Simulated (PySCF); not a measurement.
Geometries of 2 isomers of C5H8F2O, from PBE0-D3(BJ)/def2-SVP geometry optimisation, gas phase in PySCF 2.14.0. One conformer each, no zero-point energy, no frequencies.

Task: Which isomer lies lower at this level?
A.
```xyz
16
angstrom
F      0.522   -0.110   -1.912
C     -0.136   -0.770   -0.912
F     -0.595   -1.927   -1.456
C     -1.290    0.086   -0.441
C     -0.758    1.301    0.310
O      0.089    0.924    1.363
C      1.223    0.233    0.909
C      0.840   -1.064    0.205
H     -1.920   -0.524    0.224
H     -1.892    0.384   -1.313
H     -1.584    1.878    0.751
H     -0.222    1.964   -0.398
H      1.810    0.867    0.215
H      1.849    0.028    1.789
H      0.353   -1.750    0.914
H      1.723   -1.568   -0.217
```
B.
```xyz
16
angstrom
C     -2.550   -0.368   -0.301
C     -1.259    0.393   -0.226
F     -0.896    0.827   -1.463
F     -1.419    1.526    0.510
O     -0.284   -0.382    0.314
C      0.957    0.233    0.534
C      2.126   -0.685    0.550
C      1.947    0.288   -0.584
H     -3.322    0.273   -0.744
H     -2.412   -1.262   -0.921
H     -2.854   -0.671    0.709
H      0.913    1.060    1.248
H      1.911   -1.737    0.344
H      2.911   -0.510    1.289
H      2.602    1.161   -0.648
H      1.621   -0.113   -1.546
```

Result: A. That is `FC1(F)CCOCC1`, 16.1 kcal/mol below the other.

```tsv
SMILES	atoms numbered as above	E (Eh)	relative (kcal/mol)	relative (kJ/mol)	dipole (D)
FC1(F)CCOCC1	[F:1][C:2]1([F:3])[CH2:4][CH2:5][O:6][CH2:7][CH2:8]1	-469.42576	0.0	0.0	0.91
CC(F)(F)OC1CC1	[CH3:1][C:2]([F:3])([F:4])[O:5][CH:6]1[CH2:7][CH2:8]1	-469.40005	16.1	67.5	0.89
```

As drawn, the higher has a three-membered ring, which the lower lacks.
